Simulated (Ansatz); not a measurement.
Consider the formal exchange of groups at a B–Cl bond: `OB(S)Cl` + CH₄ → `CB(O)S` + HCl.

Calculated with Ansatz (gas phase, PBE0-D4/def2-TZVP geometries, no zero-point term in ΔE). CCSD(T)/CBS is the MP2 limit (def2-TZVPP, def2-QZVPP) plus CCSD(T) − MP2 in def2-TZVPP, frozen cores. This one scheme is used for every species. Functionals use def2-TZVPP. Each species was taken in one conformer, which may not be the lowest.

`OB(S)Cl`:

Cartesian coordinates in Å:
```
O -1.062 -0.193 0.387
B 0.263 -0.022 0.204
S 0.942 0.418 -1.403
Cl 1.399 -0.224 1.547
H -1.293 -0.426 1.291
H -0.249 0.447 -2.026
```

CH₄:

```xyz
5

C     0.000    0.000    0.000
H     0.633    0.472   -0.751
H    -1.005   -0.127   -0.400
H    -0.040    0.629    0.889
H     0.412   -0.974    0.262
```

`CB(O)S`:

Z-matrix (Å, degrees):
```
C
B 1 1.565
H 1 1.094 2 110.8
H 1 1.094 2 111.3 3 118.3
H 1 1.091 2 111.4 3 -120.6
O 2 1.359 1 119.2 3 118.3
S 2 1.829 1 122.6 3 -61.5
H 6 0.961 2 115.1 1 -179.8
H 7 1.341 2 96.8 1 -0.2
```

HCl:

Z-matrix (Å, degrees):
```
Cl
H 1 1.279
```

```csv
level,ΔE (kJ/mol),difference from CCSD(T)/CBS
PBE-D4,86.0,3.2
r2SCAN-D4,88.6,5.8
ωB97M-V,85.0,2.2
PBE,86.3,3.5
PBE0,85.4,2.6
r2SCANh,88.3,5.5
LC-ωPBE,82.5,-0.3
CCSD(T)/def2-TZVPP,82.7,-0.1
SCS-MP2/def2-QZVPP,86.7,3.9
HF/CBS(def2),86.5,3.7
CCSD(T)/CBS,82.8,0
```

Largest T1 diagnostic among the species: 0.012.

Leaving LDA and LC-ωPBE aside and taking each functional with its dispersion term where it has one, the values, not all of them listed here, spread over 4.8 kJ/mol, from ωB97X-V to B97M-V. LDA lies −3.7 kJ/mol from PBE without D4. At CCSD(T), def2-SVP lies +10.6 kJ/mol from the extrapolated value and def2-TZVPP −0.1 kJ/mol.
